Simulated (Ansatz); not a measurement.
Ansatz (a quantum-chemistry and plane-wave program) input:

Ansatz 0.2 input:
```yaml
crystal:
  periodic: [false, false, false]
  atoms:
    - {symbol: S, position_ang: [-0.09259393, 1.51297685, -1.35522892]}
    - {symbol: Si, position_ang: [0.27098570, -0.36217721, -0.34617362]}
    - {symbol: S, position_ang: [1.42563002, -0.17732352, 1.47675313]}
    - {symbol: S, position_ang: [-1.71854439, -0.99196708, 0.15886820]}
    - {symbol: H, position_ang: [1.09797151, 2.02918952, -1.00628357]}
    - {symbol: H, position_ang: [2.61433474, -0.22662482, 0.84864986]}
    - {symbol: H, position_ang: [-1.33797315, -2.23106391, 0.51778551]}
basis:
  gaussian:
    orbitals: cc-pVTZ
magnetization: {spin_polarized: true, initial_magnetization: 1}
correlation: {method: ccsd_t, electrons: outside_noble_gas}
```

Which total energy does the run end on?

-1484.12154 Eh (CCSD(T)/cc-pVTZ). The basis has 178 functions.

It need not be the lowest isomer of its formula.
